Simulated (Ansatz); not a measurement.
`[OH][GeH2][SnH3]` + `N[SiH](O)F` → `[OH][GeH2][NH][SiH](O)F` + `[SnH4]`  (cleavage of the Ge–Sn bond)

Calculated with Ansatz (gas phase, PBE0-D4/def2-TZVP geometries, no zero-point term in ΔE). CBS: MP2 limit from def2 TZ/QZ plus the TZ coupled-cluster correction, frozen cores. This one scheme is used for every species. DFT in def2-TZVPP. B3LYP here is the variant with VWN-RPA as its local correlation; programs differ in this. Elements past krypton have def2 core potentials. For Ge, Sn outer-core shells are correlated without core-valence functions, which leaves a few kJ/mol of doubt a bond. Scalar relativity is left out up to krypton. Each species was taken in one conformer, which may not be the lowest.

`[OH][GeH2][SnH3]`:

```xyz
9

O    -0.118    1.390    1.741
Ge   -0.570    1.006    0.052
Sn    0.632   -1.178   -0.721
H    -0.424    0.726    2.363
H    -2.107    0.866   -0.042
H    -0.113    2.244   -0.733
H     0.322   -2.426    0.406
H     0.060   -1.683   -2.249
H     2.318   -0.944   -0.817
```

`N[SiH](O)F`:

Cartesian coordinates in Å:
```
N 1.063 -0.525 0.054
Si -0.286 0.476 -0.206
O -1.666 -0.319 0.132
F -0.045 1.722 0.762
H 1.957 -0.128 0.288
H 1.157 -1.412 -0.412
H -0.495 1.021 -1.559
H -1.684 -0.836 0.940
```

`[OH][GeH2][NH][SiH](O)F`:

Z-matrix (Å, degrees):
```
Ge
N 1 1.819
O 1 1.799 2 103.6
H 1 1.536 2 109.1 3 -118.1
H 1 1.538 2 113.2 3 115.3
Si 2 1.714 1 125.4 3 -42.0
H 2 1.009 1 114.8 3 120.8
H 3 0.960 1 113.4 2 158.4
O 6 1.622 2 108.5 1 9.3
F 6 1.597 2 106.9 1 131.8
H 6 1.473 2 115.3 1 -111.7
H 9 0.970 6 114.9 2 30.3
```

`[SnH4]`:

Cartesian coordinates in Å:
```
Sn 0.000 0.000 0.000
H 0.952 0.397 1.356
H -0.963 -1.359 0.361
H 1.014 -0.357 -1.322
H -1.004 1.319 -0.395
```

CCSD(T)/CBS gives +4.1 kJ/mol.

Task: Another level gave +5.0 kJ/mol. Which?
A. CCSD(T)/def2-TZVPP
B. HF/def2-TZVPP
C. B3LYP-D4/def2-TZVPP
D. B3LYP/def2-TZVPP

Result: C. B3LYP-D4 5.0, CCSD(T)/def2-TZVPP -6.8, HF/def2-TZVPP -1.7, B3LYP 13.0 kJ/mol.

Largest T1 diagnostic among the species: 0.013.

In def2-TZVPP, CCSD(T) changes the Hartree–Fock value by −5.1 kJ/mol (the triples alone add −1.9 kJ/mol) and MP2 by −3.5 kJ/mol. The D4 term adds −8.0 kJ/mol with B3LYP and −4.3 kJ/mol with PBE0; it sums over pairs of atoms, weighted by their polarisabilities, and B3LYP, whose exchange is more repulsive, gets the larger term. From PBE to PBE0 (25 % exact exchange), in def2-TZVPP and without D4, ΔE moves by −4.5 kJ/mol.
